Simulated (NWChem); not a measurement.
# PbClF, singlet; SMILES [F][Pb][Cl]

Results from NWChem. Low-valent species are run as closed-shell singlets; no triplet was tried in these runs. Coordinates come from a PBE0/def2-SVP optimisation. Not confirmed as a minimum by frequencies. def2 effective core potentials on Pb; no spin-orbit coupling. Ions are spin-unrestricted doublets at the neutral geometry; other ion states weren't tried.

**Question.** Estimate the computed values for PBE/def2-SVP. Quantities: vertical ionisation energy, ΔSCF (eV); −ε(HOMO) (eV).

**Answer.** 
```
Item                                   Result
-------------------------------------  ------
vertical ionisation energy, ΔSCF (eV)   10.23
−ε(HOMO) (eV)                            6.82
```
